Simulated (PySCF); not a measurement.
Compound: C5H14AlN.
Bonds: C1–C2, C2–C3, C3–Al4, Al4–N5, N5–C6, N5–C7. Hydrogens: H8, H9, H10 on C1; H11, H12 on C2; H13, H14 on C3; H15 on Al4; H16, H17, H18 on C6; H19, H20, H21 on C7.

The calculation used PBE0-D3(BJ)/def2-SVP geometry optimisation, gas phase (PySCF 2.14.0).

How far are the bound atoms from Al4?

3 atoms: H15 1.591 Å, N5 1.791 Å, C3 1.967 Å. The nearest atom not counted as bound is H14, at 2.54 Å.

List the angles at Al4.

```csv
angle,degrees,distance of the outer atoms (Å)
C3–Al4–H15,125.0,3.16
C3–Al4–N5,119.4,3.25
N5–Al4–H15,115.6,2.86
```

What is the shape at Al4?

Planar: angles 125.0°, 119.4° and 115.6°, sum 360.0°, 0.01 Å off the plane of its three neighbours.

What are the other bond lengths?

C1–C2 1.522 Å; C2–C3 1.534 Å; N5–C6, N5–C7 1.441 Å; C1–H8, C1–H9, C1–H10 1.102 Å; C2–H11, C2–H12 1.105 Å; C3–H13, C3–H14 1.107 Å; C6–H16 and 5 like bonds 1.106 Å.

Give some angles away from the centre.

C1–C2–C3 113.7°, C2–C3–Al4 115.6°, Al4–N5–C6 123.7°, C6–N5–C7 112.7°.

What are the rotational constants (commonest isotopes, rigid rotor)?

A = 4242, B = 932.9, C = 816.4 MHz: a near-prolate asymmetric top.

Point group: C1 (no symmetry element, even within 0.4 Å). Charge 0, singlet. No PBE0-D3(BJ)/def2-SVP frequencies stand behind this structure, so it isn't proved a minimum.

Shape of the structure used: `[CH3:1][CH2:2][CH2:3][AlH:4][N:5]([CH3:6])[CH3:7]`: C1–C2–C3–Al4 -179°, C2–C3–Al4–N5 69°, C3–Al4–N5–C6 2°.

One conformer stands for the species.
